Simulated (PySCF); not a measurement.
**Basis-set dependence of population analyses: `C=C[Si@](C)(F)Cl`**

Compound: C3H6ClFSi.
Structure used (PBE0-D3(BJ)/def2-SVP), in Å, numbered top down from 1:
```xyz
12
C3H6ClFSi angstrom
C     -1.910   -0.656   -0.359
C     -1.199   -0.176    0.668
Si     0.409    0.724    0.465
C      1.728   -0.216   -0.431
F      0.943    1.088    1.956
Cl     0.096    2.513   -0.520
H     -2.855   -1.192   -0.217
H     -1.589   -0.527   -1.399
H     -1.578   -0.324    1.688
H      2.647    0.384   -0.504
H      1.957   -1.153    0.099
H      1.398   -0.466   -1.451
```

PBE0 throughout (PySCF), one geometry, spherical d and f functions. Isolated species at its PBE0-D3(BJ)/def2-SVP geometry (one conformer only). The first 7 of 10 kinds of atom are listed.

Mulliken charges (e):

```csv
basis,functions,C1,C2,Si3,C4,F5,Cl6,H7
STO-3G,44,-0.155,-0.265,+0.916,-0.413,-0.228,-0.373,+0.087
6-31G,74,-0.292,-0.473,+1.104,-0.850,-0.431,-0.299,+0.183
pcSseg-0,74,-0.344,-0.839,+1.682,-1.230,-0.469,-0.387,+0.243
6-31G*,104,-0.352,-0.344,+0.925,-0.784,-0.385,-0.284,+0.188
cc-pVDZ,122,-0.029,-0.233,+0.701,-0.276,-0.305,-0.253,+0.059
def2-SVP,122,-0.049,-0.310,+0.854,-0.357,-0.336,-0.276,+0.068
aug-cc-pVDZ,200,+0.635,+0.401,+1.634,+0.462,-0.667,-0.492,-0.342
"6-311+G(2d,p)",214,-0.306,-0.303,+1.200,-0.731,-0.495,-0.272,+0.132
def2-TZVP,234,-0.234,-0.269,+0.706,-0.492,-0.316,-0.252,+0.137
cc-pVTZ,272,-0.213,-0.243,+0.651,-0.388,-0.279,-0.246,+0.132
IGLO-III,288,-0.220,-0.346,+1.313,-0.640,-0.490,-0.383,+0.115
pcSseg-2,314,-0.051,-0.334,+0.980,-0.291,-0.416,-0.291,+0.075
```

IAO charges (e):

| basis | functions | C1 | C2 | Si3 | C4 | F5 | Cl6 | H7 |
| --- | --- | --- | --- | --- | --- | --- | --- | --- |
| STO-3G | 44 | -0.236 | -0.400 | +1.094 | -0.652 | -0.344 | -0.305 | +0.138 |
| 6-31G | 74 | -0.254 | -0.442 | +1.213 | -0.746 | -0.502 | -0.302 | +0.164 |
| pcSseg-0 | 74 | -0.237 | -0.458 | +1.235 | -0.755 | -0.489 | -0.304 | +0.158 |
| 6-31G* | 104 | -0.244 | -0.464 | +1.339 | -0.748 | -0.522 | -0.329 | +0.154 |
| cc-pVDZ | 122 | -0.250 | -0.459 | +1.329 | -0.743 | -0.520 | -0.323 | +0.154 |
| def2-SVP | 122 | -0.241 | -0.459 | +1.335 | -0.739 | -0.521 | -0.318 | +0.150 |
| aug-cc-pVDZ | 200 | -0.260 | -0.463 | +1.344 | -0.755 | -0.532 | -0.326 | +0.159 |
| 6-311+G(2d,p) | 214 | -0.259 | -0.472 | +1.367 | -0.767 | -0.536 | -0.328 | +0.159 |
| def2-TZVP | 234 | -0.259 | -0.476 | +1.383 | -0.771 | -0.538 | -0.331 | +0.158 |
| cc-pVTZ | 272 | -0.260 | -0.472 | +1.372 | -0.769 | -0.534 | -0.331 | +0.158 |
| IGLO-III | 288 | -0.261 | -0.474 | +1.374 | -0.770 | -0.538 | -0.325 | +0.159 |
| pcSseg-2 | 314 | -0.258 | -0.476 | +1.379 | -0.771 | -0.538 | -0.330 | +0.159 |

**Question.** Which scheme is steadiest as the basis changes?

**Answer.** Largest range over the bases for any column: IAO 0.29 e, Mulliken 1.69 e. IAO charges move least and Mulliken charges most, counted in e. Without the minimal STO-3G basis the ranges are IAO 0.17, Mulliken 1.69 e.

**Question.** How much do the charges still move between the two largest bases, IGLO-III and pcSseg-2?

**Answer.** At most, over all atoms: Mulliken 0.349 e, IAO 0.005 e.

**Question.** What do the same runs give for the total energy, the frontier levels and the dipole moment?

**Answer.** 
```tsv
basis	energy (Eh)	HOMO (eV)	LUMO (eV)	μ (D)
STO-3G	-955.8454	-5.93	2.54	2.94
6-31G	-966.9071	-8.42	-0.87	3.79
pcSseg-0	-965.7003	-8.62	-1.03	3.41
6-31G*	-967.0194	-8.16	-0.68	2.93
cc-pVDZ	-967.0671	-8.23	-0.80	2.76
def2-SVP	-966.6623	-8.27	-0.84	2.64
aug-cc-pVDZ	-967.0908	-8.34	-1.09	2.72
6-311+G(2d,p)	-967.1562	-8.35	-1.11	2.73
def2-TZVP	-967.1824	-8.32	-1.03	2.62
cc-pVTZ	-967.1802	-8.31	-0.97	2.63
IGLO-III	-967.1801	-8.30	-1.05	2.52
pcSseg-2	-967.1973	-8.38	-1.10	2.75
```

The dipole is fixed by the density alone, so its range of 1.27 D shows that the density itself changes with the basis, not only its division among atoms.
